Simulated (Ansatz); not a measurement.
Cost and result up the ladder for Ca₄Te₄ (the lowest singlet isomer of a short search) (8 atoms). The state is a singlet with charge 0. Geometry: r2SCAN-D4/def2-SVP.

```xyz
8

Ca   -0.625    2.067    0.830
Ca   -1.182   -1.661    1.096
Ca   -0.459   -0.094   -2.267
Ca    2.267   -0.313    0.341
Te    1.456    2.045   -1.350
Te    0.565    0.114    2.791
Te   -2.791    0.387   -0.421
Te    0.771   -2.546   -1.021
```

Ansatz on 4 threads of Arm Neoverse V1 on a shared host. Times are rough, and most runs start from the orbitals of an earlier one. PBE0-D4/def2-TZVP serves as the yardstick here, not as an exact answer. Differences are given only for rows in sets of like size (and for xTB, whose basis is part of the method), since another set adds its own error. Binding counts from free atoms at the same level (Ca singlet, Te triplet; other spins of the atoms weren't run), without zero-point energy or a counterpoise term.

In the def2 sets Te takes a core potential; there is no spin–orbit coupling. Correlated methods freeze 36 core orbitals; core or outer-core shells of Ca, Te are correlated, in sets that lack core-valence functions. The rows differ in basis, and correlated rows in double-zeta sets carry the largest basis error. The structure comes from a short search, and lower isomers may exist.

Correlated methods converge slowly with the basis, most of all in double-zeta sets.

```
              level  functions  wall time  binding energy per atom (eV)  difference from PBE0-D4/def2-TZVP (eV)
    PBE-D4/def2-SVP        200        9 s                          3.17                                       –
       MP2/def2-SVP        200       12 s                          2.80                                       –
   PBE0-D4/def2-SVP        200       13 s                          3.13                                       –
   PBE-D4/def2-TZVP        344       14 s                          3.13                                    0.03
revPBE-D4/def2-TZVP        344       14 s                          3.01                                   -0.09
  PBE-D4/def2-TZVPD        380       18 s                          3.13                                    0.03
   RPA@PBE/def2-SVP        200       21 s                          2.30                                       –
r2SCAN-D4/def2-TZVP        344       30 s                          3.22                                    0.12
  PBE0-D4/def2-TZVP        344       34 s                          3.10                                    0.00
```
